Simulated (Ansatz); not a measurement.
Consider the ligand exchange at a B–C bond: `CBCSC` + `[SiH3]S` → `CBS[SiH3]` + `CSC`.

Isolated molecules relaxed with PBE0-D4/def2-TZVP in Ansatz; ΔE leaves out vibrations. CCSD(T)/CBS adds triple-zeta CCSD(T) − MP2 to the extrapolated MP2 energy (def2 sets, frozen cores). Functionals use def2-TZVPP. Each species was taken in one conformer, which may not be the lowest.

```tsv
species	r2SCANh energy (Eh)
`CBCSC`	-542.70854
`[SiH3]S`	-690.06818
`CBS[SiH3]`	-754.83894
`CSC`	-477.97087
```

Q: Work out ΔE.

A: ΔE = (-754.83894) + (-477.97087) − (-542.70854) − (-690.06818) = -0.03309 Eh = -86.9 kJ/mol. CCSD(T)/CBS gives -85.0 kJ/mol.

Q: What do rigid-rotor, harmonic-oscillator terms from PBE0-D4/def2-TZVP frequencies (298.15 K, 1 bar) make of the CCSD(T)/CBS value? (Best estimate.)

A: Computed: ΔZPE = +9.9 kJ/mol, ΔH = -75.8 kJ/mol, ΔS = -12 J/(mol·K), ΔG = -72.3 kJ/mol. Modes under 50 cm⁻¹ make the entropy rough.

Largest T1 diagnostic among the species: 0.013.

At CCSD(T), def2-SVP lies −7.3 kJ/mol from the extrapolated value and def2-TZVPP −0.6 kJ/mol. Leaving LDA and LC-ωPBE aside and taking each functional with its dispersion term where it has one, the values, not all of them listed here, spread over 6.8 kJ/mol, from revPBE-D4 to CAM-B3LYP-D4. LDA lies +4.9 kJ/mol from PBE without D4. From BLYP to BHLYP (50 % exact exchange), in def2-TZVPP and without D4, ΔE moves by +3.6 kJ/mol.
